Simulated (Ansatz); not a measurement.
F2H2HfSe2 (`[F][Hf]([F])([SeH])[SeH]`) at its PBE0-D4/def2-TZVP geometry, where that method's forces vanish. Charge 0, multiplicity 1. Hf takes the def2 core potential.

```xyz
7

F     2.0182   -0.5758    0.0822
Hf    0.2542    0.0852    0.2337
F     0.0604    1.2653    1.6965
Se   -1.2867   -1.9592    0.4609
Se   -0.4411    1.3896   -1.8698
H    -0.0704   -2.7905    0.4098
H    -0.5345    2.5855   -1.0133
```

Task: What forces (eV/Å) does r2SCAN-D4/def2-TZVPP give on these atoms in the Gaussian-basis code of Ansatz? (Best estimate.)

Result: The calculation gave: 
```
F1   0.073 -0.020 -0.003
Hf2 -0.008 -0.004 -0.011
F3  -0.003  0.045  0.064
Se4 -0.029 -0.090  0.014
Se5 -0.020  0.068 -0.059
H6  -0.020  0.027  0.003
H7   0.008 -0.026 -0.008
```
